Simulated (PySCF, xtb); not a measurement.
C4H13NSi, SMILES [C@H]([SiH3])(C)NCC. Other conformers were not sampled.

Harmonic wavenumbers (cm⁻¹) from GFN2-xTB run with xtb 6.7.1 at its own minimum, in rising order: 59, 107, 143, 185, 218, 221, 236, 328, 349, 484, 544, 599, 663, 767, 779, 795, 814, 845, 923, 970, 1004, 1066, 1092, 1106, 1125, 1197, 1251, 1273, 1316, 1343, 1403, 1406, 1415, 1490, 1492, 1501, 1505, 1513, 2224, 2242, 2294, 2807, 2892, 2953, 2986, 3024, 3026, 3033, 3040, 3050, 3326.

Q: What does PySCF with B3LYP-D3(BJ)/def2-SVP give at its own minimum? (Estimate from the structure and the level; the computed values follow.)

A: 46, 83, 144, 200, 218, 241, 268, 316, 360, 480, 596, 640, 686, 747, 819, 892, 930, 938, 951, 960, 995, 1052, 1094, 1117, 1142, 1204, 1251, 1293, 1350, 1373, 1387, 1408, 1457, 1463, 1473, 1473, 1492, 1509, 2204, 2213, 2233, 2935, 3014, 3017, 3025, 3057, 3091, 3103, 3110, 3125, 3494. Paired by order, the mean absolute difference is 37 cm⁻¹ and the zero-point energies are 100.7 and 102.5 kcal/mol.
